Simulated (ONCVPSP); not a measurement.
# Pt, ONCV: configuration errors across variants

platinum (Pt), optimised norm-conserving Vanderbilt (ONCV), made with ONCVPSP 4.0.1 (revPBE, scalar-relativistic). Core [Kr] 4d10 4f14 5s2, reference 5p6 5d9 6p1. Waves: s scattering state at 0.07 Ha: rc 2.20 bohr, ncon 5, nbas 9, qcut 2.6 1/bohr, 2 projectors, debl 2.3 Ha; 5p+6p: rc 2.05 bohr, ncon 5, nbas 9, qcut 8 1/bohr, 2 projectors; 5d: rc 2.20 bohr, ncon 3, nbas 8, qcut 8.3 1/bohr, 2 projectors, debl 3.3 Ha; f scattering state at 0.2 Ha: rc 2.05 bohr, ncon 3, nbas 8, qcut 4.9 1/bohr, 2 projectors, debl 3.3 Ha. Local part: polynomial inside 1.40 bohr (lpopt 3, dvloc0 1 Ha). Core correction: polynomial model core, fcfact 0.75.

In the s channel the program set the typed energies aside and used 0.050, 2.350 Ha.

All-electron excitation energies from the reference (eV): (1) 5p6 5d9 6s1 6p0 -5.024; (2) 5p6 5d9 6p0 4.048; (3) 5p6 5d8 6p0 23.928; (4) 5p6 5d8 6s2 6p0 -3.986.

4 further variants failed, have other tests or too few solved ones, and are left out.

Errors AE − PS in meV (a dash: test not solved or not reliable):

| change | (1) | (2) | (3) | (4) | bound ghosts | GHOST(+) flags above zero |
| --- | --- | --- | --- | --- | --- | --- |
| base | +14 | -2.0 | -6.1 | -17 | none | s |
| s: qcut 1.7; p: qcut 5.3; d: qcut 5.5; f: qcut 3.3 | +8.6 | -1.6 | -11 | +19 | none | s, d, f |
| s: qcut 1.9; p: qcut 5.8; d: qcut 6.1; f: qcut 3.6 | +8.8 | -1.8 | -10 | +4.1 | none | s, d, f |
| s: qcut 2.2; p: qcut 6.8; d: qcut 7; f: qcut 4.1 | +9.9 | -1.9 | -7.0 | -11 | none | s, d, f |
| s: qcut 2.7; p: qcut 8.4; d: qcut 8.7; f: qcut 5.1 | +17 | -2.0 | -6.3 | -14 | none | s |

Give the same row for: s: qcut 2.5; p: qcut 7.7; d: qcut 8; f: qcut 4.7.

+13, -2.0, -5.9, -18; bound ghosts: none; GHOST(+) flags above zero: s.
